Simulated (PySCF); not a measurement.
Hg(Br)2, Br2Hg, SMILES [Br][Hg][Br], singlet, PBE0/def2-SVP optimised geometry. Atoms within 1.6 Å of the plane z = 0.6 Å (x, y, z in Å): Hg1 (0.00, 0.00, 0.00), Br2 (2.41, 0.00, 0.00), Br3 (-2.41, 0.00, 0.00).

Calculation: PBE0/def2-TZVP, def2 effective core potentials past Kr in PySCF 2.14.0. The core electrons that the potentials of Hg replace are not part of the density.

Map of the Laplacian of the electron density (e/bohr⁵), clipped to [-1.50, 1.50] on the plane z = 0.6 Å:

```
|                           |
|                           |
|                           |
|                           |
|                           |
|                           |
|                           |
|                           |
|                           |
|                           |
|            ...            |
|           .=*=.           |
|      *.  .=@@@=.  .*      |
|     +@#  .*@:@*.  #@+     |
|      *.  .=@@@=.  .*      |
|           .=*=.           |
|            ...            |
|                           |
|                           |
|                           |
|                           |
|                           |
|                           |
|                           |
|                           |
|                           |
|                           |
```
Scale: ten equal steps from -0.007 (start of ' ') to 1.50 (end of '@'), in the order ' .:-=+*#%@'; x runs from -4.50 to 4.50, y from -4.50 (bottom) to 4.50 (top).
